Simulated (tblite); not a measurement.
Compound: C4H9GeP.
Z-matrix (Å and degrees, GFN2-xTB geometry), rows numbered from 1:
```
P 
Ge  1  2.3197
C   2  1.9961  1  114.38
C   3  1.4974  2  103.36  1   116.25
C   4  1.3225  3  120.88  2     4.18
C   5  1.4968  4  120.99  3    -0.09
H   1  1.3883  2   91.33  3   -61.91
H   1  1.3885  2   92.52  3  -154.17
H   2  1.5250  1  109.57  3  -125.84
H   3  1.0914  2  113.57  1    -3.40
H   3  1.0908  2  112.51  1  -124.83
H   4  1.0818  3  117.71  2  -175.89
H   5  1.0818  4  121.45  3  -179.96
H   6  1.0903  2  112.13  1   127.64
H   6  1.0917  2  113.90  1     6.08
```

Computed values, GFN2-xTB/tblite, gas phase, harmonic and unscaled. Errors from tens to a few hundred cm⁻¹ against measured bands are possible. Modes of hydrogen on germanium and phosphorus can be 10 to 20 % off. One conformer, not necessarily the lowest.

Harmonic wavenumbers (cm⁻¹): 41.6, 90.5, 101.4, 126.7, 317.5, 350.8, 376.3, 516.8, 550.9, 553.5, 611.7, 671.5, 691.0, 746.2, 757.1, 765.8, 783.2, 906.6, 965.4, 1011.5, 1079.7, 1095.2, 1123.7, 1125.8, 1191.5, 1222.1, 1320.4, 1440.7, 1447.2, 1712.5, 1833.5, 2258.7, 2323.4, 2941.6, 2943.2, 2966.3, 2968.5, 3043.6, 3059.1.

A = 3762, B = 1296, C = 1205 MHz; mass 161.965 u (most abundant isotopes); point group C1, symmetry number 1.

Problem. What is the zero-point energy?

Solution. Half the sum of the wavenumbers: 24016 cm⁻¹ = 68.67 kcal/mol.

Problem. What is S at 500 K and 1 bar for an ideal gas of classical rigid rotors and harmonic oscillators?

Solution. Translation 43.75, rotation 29.94, vibration 39.79: S = 113.5 cal/(mol K).

Problem. And Cp and H(500 K) − H(0)?

Solution. Cp = 47.40 cal/(mol K), of which vibrations give 39.45 (their classical limit is 39 R = 77.5); H(500 K) − H(0) = 14.16 kcal/mol without the zero-point energy, 10.19 from vibrations.

Problem. Blend soft modes into free rotors: weight 1/[1 + (100 cm⁻¹/ν̃)⁴] for the oscillator and the rest for a rotor with moment μB/(μ + B), μ = h/(8π²ν), B = 10⁻⁴⁴ kg m². What vibrational entropy results?

Solution. 36.40 cal/(mol K) in place of 39.79, which changes −T·S at 500 K by +1.70 kcal/mol.

Problem. How do the functions run with temperature in this model?

Solution. 
```json
{"T (K)": "50", "S (cal/(mol K))": "58.4", "Cp (cal/(mol K))": "12.7", "H − H(0) (kcal/mol)": "0.50", "G − H(0) (kcal/mol)": "-2.42", "ln q(vib)": "0.52"}
{"T (K)": "100", "S (cal/(mol K))": "68.3", "Cp (cal/(mol K))": "16.0", "H − H(0) (kcal/mol)": "1.22", "G − H(0) (kcal/mol)": "-5.61", "ln q(vib)": "1.58"}
{"T (K)": "298.15", "S (cal/(mol K))": "92.8", "Cp (cal/(mol K))": "32.7", "H − H(0) (kcal/mol)": "5.97", "G − H(0) (kcal/mol)": "-21.70", "ln q(vib)": "5.62"}
{"T (K)": "373.15", "S (cal/(mol K))": "100.9", "Cp (cal/(mol K))": "38.9", "H − H(0) (kcal/mol)": "8.66", "G − H(0) (kcal/mol)": "-28.97", "ln q(vib)": "7.16"}
{"T (K)": "750", "S (cal/(mol K))": "135.1", "Cp (cal/(mol K))": "58.9", "H − H(0) (kcal/mol)": "27.56", "G − H(0) (kcal/mol)": "-73.73", "ln q(vib)": "14.77"}
{"T (K)": "1000", "S (cal/(mol K))": "153.1", "Cp (cal/(mol K))": "66.3", "H − H(0) (kcal/mol)": "43.27", "G − H(0) (kcal/mol)": "-109.81", "ln q(vib)": "19.40"}
```

q(vib) and H(0) count from the zero-point level.

Problem. What must be added to the electronic energy to get the Gibbs energy at 500 K and 1 bar?

Solution. ZPE + [H(500 K) − H(0)] − T·S = 68.67 + 14.16 − 56.74 = 26.09 kcal/mol.

Problem. Which modes carry the vibrational entropy at 500 K?

Solution. 41.6 cm⁻¹: 6.21; 90.5 cm⁻¹: 4.67; 101.4 cm⁻¹: 4.44; 126.7 cm⁻¹: 4.00; 317.5 cm⁻¹: 2.23; 350.8 cm⁻¹: 2.05 cal/(mol K); the other 33 give 16.19 together.

Hindered rotation and anharmonicity are outside this model. Other conformers, if any are populated, would add a mixing term that is left out. The structure is chiral; the term R ln 2 for an equal mix with its mirror image is left out.

Run on Arm Neoverse N1, one thread, no GPU, shared host. The figure is for the frequency step alone.
